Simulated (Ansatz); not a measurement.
Total energies of AlFGeH6Si (`F[SiH]([AlH2])[GeH3]`).

Cartesian coordinates in Å:
```
F -1.1748 -1.3269 1.5127
Si -0.8512 -0.3995 0.2270
Al 0.3112 -1.6544 -1.5429
Ge 0.4012 1.4993 0.9665
H -2.1614 0.1312 -0.2589
H 0.7797 -3.1565 -1.3418
H 0.6244 -0.8908 -2.9003
H 1.7988 1.0866 1.4618
H 0.5861 2.4583 -0.2241
H -0.3140 2.2527 2.1001
```

The species carries charge 0 and has multiplicity 1. Correlated methods include outer-core shells of Ge, which these sets cover unevenly. Scalar relativity is left out up to krypton. Geometry: relaxed with PBE0-D4/def2-TZVP. Basis def2-TZVPP, Ansatz 0.2.0.

RPA on PBE orbitals: Hartree–Fock energy of these orbitals -2709.17780 Eh, correlation -1.21667 Eh (frozen core).

```csv
functional,energy without D4 (Eh),D4 term (kJ/mol)
LDA (SPW92),-2706.40881,–
PBE,-2711.75996,-20.6
revPBE,-2712.16049,-51.0
BLYP,-2712.50729,-43.4
r2SCAN,-2712.36438,-4.9
B97M-V,-2711.92401,–
PBE0,-2711.87196,-17.8
B3LYP,-2712.56994,-33.6
r2SCANh,-2712.34773,-5.4
r2SCAN0,-2712.32432,-6.0
HSE06 (plane-wave form),-2711.85495,-16.9
BHLYP,-2712.41610,-30.0
CAM-B3LYP,-2712.57821,-18.6
LC-ωPBE,-2711.97274,–
ωB97X-V,-2712.16264,–
ωB97M-V,-2712.27148,–
B2PLYP,-2711.80523,–
PBE-QIDH,-2711.35898,–
```

B3LYP takes the VWN-RPA correlation (the form of Gaussian; ORCA's B3LYP/G). HSE06 is the plane-wave form, built on full-range PBE exchange. The double hybrids freeze the cores in their second-order part.

LC-ωPBE has ω = 0.4 bohr⁻¹.
